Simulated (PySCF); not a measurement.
BLYP on Pb⁻ (lead, charge -1), [Xe] 4f14 5d10 6s2 6p3, high-spin 4S determinant. All numbers are calculated (PySCF 2.14, a scalar-relativistic core potential, in aug-cc-pVTZ-PP with ECP60MDF (6s5p4d2f, 55 functions)).

```
cycle= 1 E= -192.854261466453  delta_E= -0.0147  |g|= 0.0194  |ddm|= 0.577
cycle= 2 E= -192.85412778056  delta_E= 0.000134  |g|= 0.0229  |ddm|= 0.0804
cycle= 3 E= -192.854411482749  delta_E= -0.000284  |g|= 0.00222  |ddm|= 0.059
cycle= 4 E= -192.854417975013  delta_E= -6.49e-06  |g|= 0.000411  |ddm|= 0.0113
cycle= 5 E= -192.854418308683  delta_E= -3.34e-07  |g|= 9.64e-06  |ddm|= 0.00221
cycle= 6 E= -192.854418308871  delta_E= -1.88e-10  |g|= 8.56e-07  |ddm|= 5.95e-05
converged SCF energy = -192.854418308871  <S^2> = 3.7506764  2S+1 = 4.0003382
```

Highest occupied orbital energy: 1.197 eV; ⟨L²⟩ = 0.00; populations by l: s 4.00, p 9.00, d 10.00, f 0.00.

Problem. Can this result be used?

Solution. With care. The calculation finished and met its thresholds. Energies and moments cover only the electrons outside the core potential. Spin-orbit coupling, which splits the p, d and f shells strongly at this Z, is absent. Spin-orbit coupling is strong in this species (close to jj coupling), so the high-spin LS determinant is a model state, not a physical level. At BLYP the highest occupied level has a positive energy, so only the finite basis holds that electron; in a semilocal or global hybrid functional this comes from self-interaction and does not mean that the real anion is unbound.
